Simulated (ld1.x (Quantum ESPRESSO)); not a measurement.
**What the settings do to the PAW potential of Kr (Z = 36)**

Base potential:

krypton, PAW, made with ld1.x (Quantum ESPRESSO) 7.5 (BP86, scalar-relativistic). Core [Ar] 3d10, reference 4s2 4p6. Waves: 4s (bound): rcut 1.10, rcutus 1.20 bohr; 4s channel at -1.3 Ry: rcut 1.10, rcutus 1.20 bohr; 4p (bound): rcut 1.20, rcutus 1.65 bohr; 4p channel at 2.5 Ry: rcut 1.20, rcutus 1.65 bohr. Local part: all-electron potential smoothed inside 1.60 bohr (lloc = -2). Core correction: a·sin(br)/r model core inside 1.15 bohr. Augmentation charge: PSQ, inside the norm-conserving radii.

Cutoffs, loose and tight: the cutoffs (Ry, on a coarse ladder) from which the occupation-weighted sum of valence levels, in a spherical-Bessel basis at the reference potential, stays within 10 and 1 mRy of its value at 400 Ry. They do not see the model core or the augmentation charge, which bear on the density cutoff. Test errors are all-electron minus pseudo excitation energies from the reference, over the configurations 4s2 4p5; 4s2 4p4; 4s2 4p3; 4s2 4p2; 4s1 4p6; 4s2 4p5.5. A dash means not determined; rows that change the core or the reference have their own tests.

A true bound ghost makes a file unfit for plane-wave use even where its test errors are small: the radial tests pick states by their node count and pass the ghost by.

```tsv
change	outcome	cutoff, loose	cutoff, tight	bound ghosts	largest test error (meV)
base	generated	30 Ry	55 Ry	none	-167
wave 4s channel at -1.3 Ry: rcut 1.10, rcutus 1.20 bohr becomes 4s channel at -1.57 Ry: rcut 1.10, rcutus 1.20 bohr	generated	30 Ry	55 Ry	none	-165
wave 4s channel at -1.3 Ry: rcut 1.10, rcutus 1.20 bohr becomes 4s channel at -1.52 Ry: rcut 1.10, rcutus 1.20 bohr	generated	30 Ry	55 Ry	none	-166
wave 4s channel at -1.3 Ry: rcut 1.10, rcutus 1.20 bohr becomes 4s channel at -1.37 Ry: rcut 1.10, rcutus 1.20 bohr	generated	30 Ry	55 Ry	none	-166
wave 4s channel at -1.3 Ry: rcut 1.10, rcutus 1.20 bohr becomes 4s channel at -1.29 Ry: rcut 1.10, rcutus 1.20 bohr	generated	30 Ry	55 Ry	none	-167
wave 4s channel at -1.3 Ry: rcut 1.10, rcutus 1.20 bohr becomes 4s channel at -1.04 Ry: rcut 1.10, rcutus 1.20 bohr	generated	30 Ry	55 Ry	none	-166
wave 4s channel at -1.3 Ry: rcut 1.10, rcutus 1.20 bohr becomes 4s channel at -0.6 Ry: rcut 1.10, rcutus 1.20 bohr	generated	30 Ry	55 Ry	none	-166
wave 4s channel at -1.3 Ry: rcut 1.10, rcutus 1.20 bohr becomes 4s channel at 0.16 Ry: rcut 1.10, rcutus 1.20 bohr	generated	30 Ry	55 Ry	none	-163
wave 4s channel at -1.3 Ry: rcut 1.10, rcutus 1.20 bohr becomes 4s channel at 0.82 Ry: rcut 1.10, rcutus 1.20 bohr	generated	30 Ry	55 Ry	none	-160
wave 4s channel at -1.3 Ry: rcut 1.10, rcutus 1.20 bohr becomes 4s channel at 2.22 Ry: rcut 1.10, rcutus 1.20 bohr	generated	30 Ry	55 Ry	none	-146
```

Problem. What comes out with this change to the base: wave 4s channel at -1.3 Ry: rcut 1.10, rcutus 1.20 bohr becomes 4s channel at 4.05 Ry: rcut 1.10, rcutus 1.20 bohr?

Solution. outcome: generated; cutoff, loose: 30 Ry; cutoff, tight: 55 Ry; bound ghosts: s; largest test error (meV): test run stopped at test 1 of 6 (negative rho).
